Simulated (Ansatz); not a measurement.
Compare A (`CB[SiH2]OC`) with its isomer B (`BC([SiH3])OC`).

Isolated molecules relaxed with PBE0-D4/def2-TZVP in Ansatz; ΔE leaves out vibrations. CCSD(T)/CBS adds triple-zeta CCSD(T) − MP2 to the extrapolated MP2 energy (def2 sets, frozen cores). Functionals use def2-TZVPP. B3LYP here is the variant with VWN-RPA as its local correlation; programs differ in this. One conformer a species, not always the lowest.

A:

Z-matrix (Å, degrees):
```
C
B 1 1.552
H 1 1.091 2 115.9
H 1 1.105 2 103.7 3 -116.3
H 1 1.093 2 114.3 3 129.8
Si 2 2.015 1 125.2 3 19.8
H 2 1.203 1 118.3 3 -162.5
O 6 1.655 2 115.2 1 -1.9
H 6 1.490 2 109.5 1 -120.4
H 6 1.499 2 109.2 1 121.4
C 8 1.406 6 121.5 2 70.0
H 11 1.092 8 108.5 6 -178.3
H 11 1.098 8 112.0 6 -59.0
H 11 1.097 8 111.5 6 62.5
```

B:

```xyz
14

B    -1.1108   -0.6567   -1.4386
C    -0.6311   -0.1355   -0.1016
Si    1.0904   -1.0574   -0.4031
O    -0.4649    1.2423    0.0613
C    -0.0714    1.6203    1.3539
H    -1.1207    0.0282   -2.4162
H    -1.3667   -1.8265   -1.5063
H    -1.0280   -0.6306    0.7946
H     2.1422   -0.1613    0.1360
H     1.3551   -1.2579   -1.8544
H     1.1095   -2.3727    0.2812
H     0.9061    1.1988    1.6237
H    -0.0018    2.7079    1.3661
H    -0.8080    1.3012    2.1033
```

Task: Which isomer does CCSD(T)/CBS put lower? Give the gap. (Best estimate.)

Result: Ansatz gave: A, by 154.2 kJ/mol.

Task: Give E(B) − E(A) in kJ/mol with HF/def2-TZVPP, PBE-D4, PBE0-D4, B3LYP, B3LYP-D4, CCSD(T)/def2-TZVPP, ωB97M-V. (Estimate.)

Result: Computed: HF/def2-TZVPP 178.8, PBE-D4 135.1, PBE0-D4 144.9, B3LYP 154.9, B3LYP-D4 151.2, CCSD(T)/def2-TZVPP 151.6, ωB97M-V 146.3. None reverses the order clearly.

Largest T1 diagnostic: 0.013.

In def2-TZVPP, CCSD(T) changes the Hartree–Fock value by −27.2 kJ/mol (the triples alone add −6.4 kJ/mol) and MP2 by −25.9 kJ/mol. From PBE to PBE0 (25 % exact exchange), in def2-TZVPP and without D4, E(B) − E(A) moves by +9.3 kJ/mol.
